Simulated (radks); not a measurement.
The numbers below are computed, except where a source is named.
Effect of the nuclear size on neutral silicon, [Ne] 3s2 3p2. Level of theory: Dirac Kohn-Sham, PBE, spin-unpolarised, spherical densities, finite nucleus; open shells are shared between the two j in proportion to 2j + 1; Fermi nuclear charge, rms radius 3.1224 fm (a radial shooting solver on a logarithmic mesh with Libxc functionals). The rms radius is varied about that value; shifts are against it.

rms radius (fm)  total energy shift (eV)  density at nucleus (e/bohr^3)  1s1/2 shift (meV)  2s1/2 shift (meV)
2.5916                          -0.00165                           1914             -0.687             -0.044
2.8945                         -0.000744                           1911             -0.310             -0.020
3.1224                                 0                           1909              0.000              0.000
3.3816                          0.000914                           1907              0.381              0.025
3.7937                           0.00252                           1904               1.05              0.067

Slopes of the eigenvalues against <r^2> in GHz/fm^2, as finite differences over the two radii next to the reference (eigenvalue slopes, not the field-shift constants of lines): 1s1/2 54.7, 2s1/2 3.52.
